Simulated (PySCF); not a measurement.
Compound: C5H4F4O2.
Numbering: `[CH2:1]=[C:2]([O:3][CH:4]([F:5])[F:6])[C:7](=[O:8])[CH:9]([F:10])[F:11]` (hydrogens: H12, H13 on C1; H14 on C4; H15 on C9)

Level: wB97X-D/def2-SVPD in PySCF, non-relativistic, on one gas-phase PBE0-D3(BJ)/def2-SVP geometry that isn't relaxed in the solvent. The solvent is an IEF-PCM continuum (van der Waals radii × 1.2), and excitations are vertical TDDFT with non-equilibrium linear response and a frozen core. Only the electrostatic response of the medium enters.

Gas-phase singlets (H = HOMO, L = LUMO):

```tsv
state	E (eV)	λ (nm)	f	leading configurations
S1	3.822	324	0.000	H-1→L 87%
S2	5.274	235	0.147	H→L 90%
S3	7.187	173	0.002	H-2→L 84%
S4	7.628	163	0.017	H-4→L 64%, H-1→L+2 13%
S5	7.971	156	0.001	H-5→L 37%, H-1→L+2 20%, H-4→L 12%
```

What are the lowest 5 singlets in chloroform (ε = 4.711)?

| state | E (eV) | λ (nm) | f | leading configurations | change by rank (eV) |
| --- | --- | --- | --- | --- | --- |
| S1 | 3.935 | 315 | 0.001 | H-1→L 93% | +0.113 |
| S2 | 5.065 | 245 | 0.180 | H→L 96% | -0.209 |
| S3 | 7.250 | 171 | 0.003 | H-2→L 73%, H-3→L 12% | +0.063 |
| S4 | 7.617 | 163 | 0.025 | H-4→L 73% | -0.011 |
| S5 | 7.904 | 157 | 0.006 | H-5→L 80% | -0.067 |

The ground-state energy changes by -0.239 eV from gas to chloroform. By how much does the total energy of gas-phase S1 change?

E(S1) = E(S0) + excitation energy, so it changes by -0.239 + 0.113 = -0.126 eV: it is lowered less than the ground state, which is what a blue shift means. This is the vertical state, with the slow part of the continuum still set for S0.

How do the frontier levels move from gas to chloroform?

```
orbital  gas (eV)  solvent (eV)  change (eV)                    Löwdin shares, gas                Löwdin shares, solvent
 LUMO+2      2.42          2.64        +0.22    C2 16 %, C1 15 %, C9 11 %, C7 10 %      C2 17 %, C1 16 %, C7 8 %, C9 8 %
 LUMO+1      2.05          2.27        +0.22    C1 18 %, C4 14 %, H14 10 %, C9 8 %    C1 14 %, C9 12 %, C7 11 %, C4 10 %
   LUMO     -0.89         -0.72        +0.17    C7 26 %, O8 24 %, C1 19 %, C2 14 %    C7 27 %, O8 24 %, C1 19 %, C2 13 %
   HOMO    -10.26         -9.99        +0.27     C1 32 %, C2 25 %, O3 20 %, O8 9 %     C1 33 %, C2 26 %, O3 21 %, O8 7 %
 HOMO-1    -10.42        -10.36        +0.06     O8 52 %, C7 11 %, C9 10 %, C2 9 %     O8 52 %, C7 12 %, C9 11 %, C2 8 %
 HOMO-2    -12.97        -12.87        +0.10  F10 29 %, F11 16 %, O8 16 %, C9 13 %  F10 20 %, O8 13 %, F11 11 %, O3 10 %
 HOMO-3    -13.29        -13.04        +0.25    O3 19 %, C4 15 %, F5 15 %, F6 14 %    F6 13 %, O3 12 %, C4 12 %, F5 12 %
```

The HOMO–LUMO gap goes from 9.37 to 9.27 eV. Rows go by rank; for HOMO-3 and HOMO-2 the atom shares or the degeneracy differ between the runs, so the row needn't follow one orbital.

Hardware: one thread, Arm Neoverse V2 (aarch64) (shared host). Cost: 65 s wall, 1.4 GiB resident at most. This is the whole response run at wB97X-D/def2-SVPD in chloroform, SCF included.

The values belong to the conformer `[CH2:1]=[C:2]([O:3][CH:4]([F:5])[F:6])[C:7](=[O:8])[CH:9]([F:10])[F:11]`: C1–C2–O3–C4 -27°, C2–O3–C4–F5 -165°, C1–C2–C7–O8 -10°, C2–C7–C9–F10 177°.

wB97X-D is run here without its empirical dispersion term; that term would change no orbital, density or response property at a fixed geometry.
